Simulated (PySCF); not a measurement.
BH$_{3}$NO (calculated)

Calculation on a computer-drawn molecule: vertical ionisation energy to the stated ion spin, frozen-core CCSD(T) at the basis limit and cheaper methods, single-reference cases, UHF for radicals, no spin-orbit; all values are single points at the evaluated structure, the first of each entry, which is the reference or a displaced copy of it and isn't optimised; the reference structure only sets the zero of the energies above reference; triples share is (T) over the correlation energy. Program: PySCF 2.14.0.

```xyz
6
formula=BH3NO charge=1 multiplicity=1 ion_multiplicity=2 diffuse_functions=no basis=cc-pVnZ reference_is=the_Hartree-Fock_double-zeta_minimum best_is=HF_at_quadruple_zeta_+_MP2_correlation_extrapolated_from_triple_and_quadruple_zeta_+_CCSD(T)_minus_MP2_at_triple_zeta basis_step_is=the_size_of_the_change_from_the_same_recipe_one_zeta_lower ionisation_energy_best=18.72 ionisation_energy_basis_step=0.04251 energy_above_reference_best=12.73 energy_above_reference_basis_step=0.1072 ionisation_energy_Koopmans_at_triple_zeta=19.39 ionisation_energy_EOM_CCSD_at_triple_zeta=18.61 total_energy_HF_triple_zeta=-155.6000 total_energy_CCSD(T)_triple_zeta=-156.1571 total_energy_best=-156.2352 T1_diagnostic_at_triple_zeta=0.01336 D1_diagnostic_at_triple_zeta=0.03583 ion_T1_diagnostic_at_triple_zeta=0.02413 ion_D1_diagnostic_at_triple_zeta=0.1077 ion_spin_squared_at_triple_zeta=0.7599 triples_share_at_triple_zeta=0.03696 basis_functions_triple_zeta=132
N      0.1708    -0.6465     1.7420
B     -0.9158    -0.5226     1.0502
O     -1.8857    -0.3467     0.2860
H      0.7300    -1.4587     1.9304
H      0.6054     0.2697     2.2332
H     -2.8989    -0.5601     0.5974
```

Units: ionisation_energy_best, ionisation_energy_basis_step, ionisation_energy_Koopmans_at_triple_zeta, ionisation_energy_EOM_CCSD_at_triple_zeta in eV; energy_above_reference_best, energy_above_reference_basis_step in kcal/mol; total_energy_HF_triple_zeta, total_energy_CCSD(T)_triple_zeta, total_energy_best in hartree.

Reference structure:
```xyz
6
BH3NO
N      0.2221    -0.5950     1.7700
B     -0.8870    -0.5336     1.0461
O     -1.8982    -0.4616     0.3025
H      0.7377    -1.4509     1.8994
H      0.6243     0.2150     2.2142
H     -2.8101    -0.5731     0.5663
```

Drawn bonds:
```csv
atom,other atom,order
1,2,1
2,3,1
1,4,1
1,5,1
3,6,1
```

Triple zeta:
```csv
method,ionisation energy (eV),energy above reference (kcal/mol)
HF,17.24,16.49
PBE,18.48,10.4
r2SCAN,18.41,11.95
B3LYP,18.6,11.84
wB97X,18.6,12.92
MP2,18.68,12.65
CCSD,18.51,13.18
CCSD(T),18.56,12.7
```
